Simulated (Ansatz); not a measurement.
Rb₃H₃⁺. Charge 1, multiplicity 2. Geometry PBE0-D4/def2-TZVP; atoms count from 1.

```xyz
6

Rb    0.691   -0.984   -1.372
Rb    4.741   -2.363   -4.405
Rb   -3.332    0.234    1.508
H    -1.338   -0.347    0.100
H    -0.412    1.477    1.809
H    -0.350    1.983    2.360
```

In the def2 sets Rb takes a core potential; there is no spin–orbit coupling. In the doublet, H5 and H6 lie 0.75 Å apart (atoms count from 1), so H2 has formed as a molecule. The structure comes from a short search, and lower isomers may exist.

Q: Estimate the Mulliken populations from the PBE0/def2-TZVP orbitals of Ansatz.

A: 
```
atom  charge (e)  spin (α − β)
 Rb1        0.55          0.30
 Rb2        0.27          0.72
 Rb3        0.80         -0.02
  H4       -0.62          0.01
  H5       -0.01          0.00
  H6        0.01          0.00
```
Mulliken values and Mayer orders depend strongly on the basis.

Q: Where does the spin sit?

A: Summed by element: Rb 0.99, H 0.01, of 1 unpaired in all. Largest on single atoms: Rb2 0.72, Rb1 0.30, Rb3 -0.02.

Q: And the Mayer bond orders between bonded heavy atoms (over 0.3)?

A: Rb1–Rb2 0.45 (5.25 Å).
